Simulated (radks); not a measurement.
Results of a calculation; reference values are marked as such.
Sm XVI, 47 electrons, occupied as [Kr] 4d10 4f1.

Code: a radial shooting solver on a logarithmic mesh with Libxc functionals. Model: scalar-relativistic Kohn-Sham, LDA (Slater exchange, VWN5 correlation), spin-polarised, spherical densities, finite nucleus; open shells are filled with parallel spins first (spin-orbit coupling, left out, can overturn this in heavy ions); Fermi nuclear charge, rms radius 5.0819 fm.

Energy parts (hartree):
total: -10350.3781
kinetic: 11064.4828
electron-nucleus: -24646.0394
Hartree: 3447.9086
exchange-correlation: -216.7300

Orbitals (lengths in bohr, moments of r in powers of bohr; r(90%) holds 90 % of the orbital's charge):
orbital  occ.  eigenvalue (hartree)  r(90%)
1s up       1             -1725.160  0.0411
1s down     1             -1725.161  0.0411
2s up       1             -291.6744   0.150
2s down     1             -291.6737   0.150
2p up       3             -261.5788   0.139
2p down     3             -261.5783   0.139
3s up       1             -73.02591   0.374
3s down     1             -73.00435   0.374
3p up       3             -63.61189   0.379
3p down     3             -63.59058   0.379
3d up       5             -50.82608   0.360
3d down     5             -50.80939   0.360
4s up       1             -23.32679   0.811
4s down     1             -23.28234   0.811
4p up       3             -20.14584   0.858
4p down     3             -20.10218   0.859
4d up       5             -15.66256   0.931
4d down     5             -15.61969   0.931
4f up       1             -10.70287    1.04
4f down     0             -10.65923    1.04
5s up       0             -10.55226    1.56
5s down     0             -10.52160    1.57
5p up       0              -9.40342    1.67
5p down     0              -9.37498    1.67

The highest occupied level is 4f up at -291.24 eV. Spin moment in Bohr magnetons: 1.
